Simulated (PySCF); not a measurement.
Gas-phase reaction: 2 Sb + 3 C4H10 (isobutane) ⇌ 2 Sb(CH3)3 + 2 C3H6 (propylene)

Method: PySCF energies (xtb for GFN2) plus ideal-gas RRHO corrections (1 bar). † marks an energy on the PBE0/def2-TZVP geometry and frequencies; other levels use their own. CCSD(T) freezes the core. Open shells (unrestricted): Sb (multiplicity 4); the rest are closed-shell singlets. GFN2 has no spin-polarisation term. Sb: scalar-relativistic def2 core potential, no spin-orbit coupling. CCSD(T) isn't extrapolated to the basis-set limit. The harmonic model lacks anharmonicity and excited electronic states, which grow with temperature; levels with a mode under 35 cm⁻¹ are left out. Internal rotation in C4H10 (isobutane), C3H6 (propylene) is treated as a harmonic vibration of one conformer, which makes the entropy rough. Soft modes under 120 cm⁻¹ make the harmonic entropy rough for Sb(CH3)3.

| level | ΔE electronic, kJ | ΔH°(298 K), kJ | ΔS°(298 K), J/K | ΔG°(2500 K), kJ |
|---|---|---|---|---|
| CCSD(T)/def2-SVP† | 205 | 166 | 5 | 81 |
| GFN2-xTB | 143 | 96 | 15 | -24 |
| PBE/def2-TZVP† | -43 | -82 | 5 | -167 |
| PBE0/def2-TZVP | 23 | -16 | 5 | -101 |
| LDA/def2-TZVP† | -84 | -123 | 5 | -208 |
ΔH° is lowest at LDA/def2-TZVP† and highest at CCSD(T)/def2-SVP†. No reference value is set beside these.
